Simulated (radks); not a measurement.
The argon ion Ar+, configuration [Ne] 3s2 3p4 4s1 (not the ground configuration).

Calculated with a radial shooting solver on a logarithmic mesh with Libxc functionals: scalar-relativistic Kohn-Sham, PBEsol, spin-polarised, spherical densities, point nucleus; open shells are filled with parallel spins first.

Energy parts (hartree):
total: -527.29462
kinetic: 530.02176
electron-nucleus: -1247.02906
Hartree: 219.09519
exchange-correlation: -29.38251

Orbitals (lengths in bohr, moments of r in powers of bohr):
orbital  occ.  eigenvalue (hartree)   <1/r>
1s up       1             -115.3414   17.68
1s down     1             -115.3230   17.68
2s up       1             -11.71188   3.551
2s down     1             -11.69449   3.551
2p up       3              -9.26378   3.454
2p down     3              -9.24023   3.454
3s up       1              -1.61617   1.043
3s down     1              -1.51844   1.038
3p up       3              -1.06328  0.9221
3p down     1              -0.96995  0.9135
4s up       1              -0.31793  0.3388

The highest occupied level is 4s up at -8.651 eV. Spin moment in Bohr magnetons: 3. The density falls to 0.001 e/bohr^3 at r = 4.47 bohr. Summed over all electrons, <r^2> = 32.70 bohr^2, which gives a Langevin (diamagnetic) susceptibility term of -25.9 x 10^-6 cm^3/mol.
